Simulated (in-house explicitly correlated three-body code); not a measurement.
Computed with an exponentially correlated three-body code. Model: two electrons around a point charge, non-relativistic, variational in 260 exponentially correlated functions (energies converged to about 1e-7 hartree, or 1e-8 relative for large Z).

Command:
```bash
python run_hyl.py task.json out
```
Settings (lengths in bohr, energies in hartree):
```
Z                      2
nuclear_mass           3
interaction_strength   1
functions              260
states_tried           13
```

Cost of the run: 38 s on 1 thread of AMD EPYC 7R13 Processor (Zen 3), on a shared host.

**Those bound S and P states to n = 4 that converged, binding against the one-electron ion.**

Given: nuclear charge 2; mass of the centre 3 electron masses.

Computed: one-electron threshold -1.5 hartree.

```tsv
term	energy (hartree)	binding (eV)
1 1S	-2.169332	18.213
2 3S	-1.63273383	3.6119
2 3P	-1.62490516	3.3988
2 1S	-1.61430947	3.1105
2 1P	?	?
3 3S	?	?
3 1S	-1.54834089	1.3154
4 3S	-1.528495	0.77539
4 1S	-1.52659338	0.72364
```

Question: What belongs in the row 2 1P?

Answer: energy (hartree): -1.59084098; binding (eV): 2.4719.

Question: What belongs in the row 3 3S?

Answer: energy (hartree): -1.55311578; binding (eV): 1.4454.

**Converged states only, values per electron or pair.**

```json
{"term": "1 1S", "mean r (bohr)": "1.2382", "mean r squared (bohr²)": "2.1177", "mean inverse r (1/bohr)": "1.2683", "mean r12 (bohr)": "1.816", "mean inverse r12 (1/bohr)": "0.73443", "mean cosine": "0.021169", "mean p1 dot p2 (bohr⁻²)": "-0.038618", "delta r1 (bohr⁻³)": "0.76854", "delta r12 (bohr⁻³)": "0.045135"}
{"term": "2 3S", "mean r (bohr)": "?", "mean r squared (bohr²)": "?", "mean inverse r (1/bohr)": "?", "mean r12 (bohr)": "?", "mean inverse r12 (1/bohr)": "?", "mean cosine": "?", "mean p1 dot p2 (bohr⁻²)": "?", "delta r1 (bohr⁻³)": "?", "delta r12 (bohr⁻³)": "-"}
{"term": "2 3P", "mean r (bohr)": "2.8926", "mean r squared (bohr²)": "14.813", "mean inverse r (1/bohr)": "0.87655", "mean r12 (bohr)": "4.9228", "mean inverse r12 (1/bohr)": "0.2564", "mean cosine": "-0.022367", "mean p1 dot p2 (bohr⁻²)": "-0.12731", "delta r1 (bohr⁻³)": "0.52154", "delta r12 (bohr⁻³)": "-"}
{"term": "2 1S", "mean r (bohr)": "3.8141", "mean r squared (bohr²)": "26.26", "mean inverse r (1/bohr)": "0.85688", "mean r12 (bohr)": "6.7006", "mean inverse r12 (1/bohr)": "0.19891", "mean cosine": "0.0095485", "mean p1 dot p2 (bohr⁻²)": "-0.036726", "delta r1 (bohr⁻³)": "0.55386", "delta r12 (bohr⁻³)": "0.004435"}
{"term": "2 1P", "mean r (bohr)": "?", "mean r squared (bohr²)": "?", "mean inverse r (1/bohr)": "?", "mean r12 (bohr)": "?", "mean inverse r12 (1/bohr)": "?", "mean cosine": "?", "mean p1 dot p2 (bohr⁻²)": "?", "delta r1 (bohr⁻³)": "?", "delta r12 (bohr⁻³)": "?"}
{"term": "3 3S", "mean r (bohr)": "7.5879", "mean r squared (bohr²)": "114.85", "mean inverse r (1/bohr)": "0.79925", "mean r12 (bohr)": "14.206", "mean inverse r12 (1/bohr)": "0.090755", "mean cosine": "0.011325", "mean p1 dot p2 (bohr⁻²)": "-0.011102", "delta r1 (bohr⁻³)": "0.54254", "delta r12 (bohr⁻³)": "-"}
{"term": "3 1S", "mean r (bohr)": "8.2779", "mean r squared (bohr²)": "138.04", "mean inverse r (1/bohr)": "0.79638", "mean r12 (bohr)": "15.584", "mean inverse r12 (1/bohr)": "0.088826", "mean cosine": "0.0078754", "mean p1 dot p2 (bohr⁻²)": "-0.01684", "delta r1 (bohr⁻³)": "0.54177", "delta r12 (bohr⁻³)": "0.0012575"}
{"term": "4 3S", "mean r (bohr)": "13.68", "mean r squared (bohr²)": "391.64", "mean inverse r (1/bohr)": "0.77698", "mean r12 (bohr)": "26.376", "mean inverse r12 (1/bohr)": "0.050928", "mean cosine": "0.0069196", "mean p1 dot p2 (bohr⁻²)": "-0.0074277", "delta r1 (bohr⁻³)": "0.53915", "delta r12 (bohr⁻³)": "-"}
{"term": "4 1S", "mean r (bohr)": "14.616", "mean r squared (bohr²)": "448.94", "mean inverse r (1/bohr)": "0.7758", "mean r12 (bohr)": "28.247", "mean inverse r12 (1/bohr)": "0.05002", "mean cosine": "0.0054533", "mean p1 dot p2 (bohr⁻²)": "-0.009613", "delta r1 (bohr⁻³)": "0.53901", "delta r12 (bohr⁻³)": "0.00051793"}
```

Question: What belongs in the row 2 3S?

Answer: mean r (bohr): 3.3733; mean r squared (bohr²): 19.942; mean inverse r (1/bohr): 0.86723; mean r12 (bohr): 5.8291; mean inverse r12 (1/bohr): 0.20344; mean cosine: 0.021371; mean p1 dot p2 (bohr⁻²): -0.012305; delta r1 (bohr⁻³): 0.55802.

Question: What belongs in the row 2 1P?

Answer: mean r (bohr): 4.0593; mean r squared (bohr²): 30.485; mean inverse r (1/bohr): 0.83787; mean r12 (bohr): 7.1723; mean inverse r12 (1/bohr): 0.16981; mean cosine: 0.020077; mean p1 dot p2 (bohr⁻²): -0.011366; delta r1 (bohr⁻³): 0.54117; delta r12 (bohr⁻³): 0.00010516.
